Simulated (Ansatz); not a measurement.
`O[B](F)[InH2]` + `C=N` → `C=NB(O)F` + `[InH3]` at 298.15 K and 1 bar (cleavage of the B–In bond).

Program: Ansatz. Geometries: PBE0-D4/def2-TZVP. ΔE: electronic, gas phase. CCSD(T)/CBS is the MP2 limit (def2-TZVPP, def2-QZVPP) plus CCSD(T) − MP2 in def2-TZVPP, frozen cores. This one scheme is used for every species. Elements past krypton have def2 core potentials. For In outer-core shells are correlated without core-valence functions, which leaves a few kJ/mol of doubt a bond. Each species was taken in one conformer, which may not be the lowest.

| species | CCSD(T)/CBS energy (Eh) | H − E (kJ/mol) | S (J/(mol·K)) |
| --- | --- | --- | --- |
| `O[B](F)[InH2]` | -391.45169 | 105.9 | 342.0 |
| `C=N` | -94.52360 | 115.3 | 227.0 |
| `C=NB(O)F` | -294.43506 | 155.9 | 308.2 |
| `[InH3]` | -191.56739 | 54.8 | 229.0 |

H − E and S are ideal-gas, rigid-rotor, harmonic terms from PBE0-D4/def2-TZVP, for one conformer and one mirror image of each species. 1 Eh = 2625.50 kJ/mol, R = 8.31446 J/(mol·K).

Task: By hand: ΔE, ΔH, ΔS and ΔG.

Result: ΔE = (-294.43506) + (-191.56739) − (-391.45169) − (-94.52360) = -0.02716 Eh = -71.3 kJ/mol. Δ(H − E) = 155.9 + 54.8 − 105.9 − 115.3 = -10.5, so ΔH = -81.8 kJ/mol. ΔS = 308.2 + 229.0 − 342.0 − 227.0 = -31.8 J/(mol·K). ΔG = -81.8 − 298.15 × (-31.8)/1000 = -72.3 kJ/mol.

Task: By hand: the equilibrium constant, and the temperature at which ΔG would vanish if ΔH and ΔS stayed fixed.

Result: log₁₀ K = −ΔG/(RT ln 10) = 12.7. ΔG = 0 at ΔH/ΔS = 2572 K, far beyond where these terms or the molecules hold.

ΔH outweighs TΔS. A doubt of 5 kJ/mol in ΔE shifts log₁₀ K by 0.9 here. Other conformers and mirror images would add mixing entropy, several J/(mol·K) or more a flexible species. Modes under 60 cm⁻¹, often nearly free rotors, make the harmonic entropy too high. These are equilibria of isolated gas molecules and say nothing of rates. Largest T1 diagnostic: 0.014 (customary marks: 0.02 for closed shells, 0.045 for open ones).
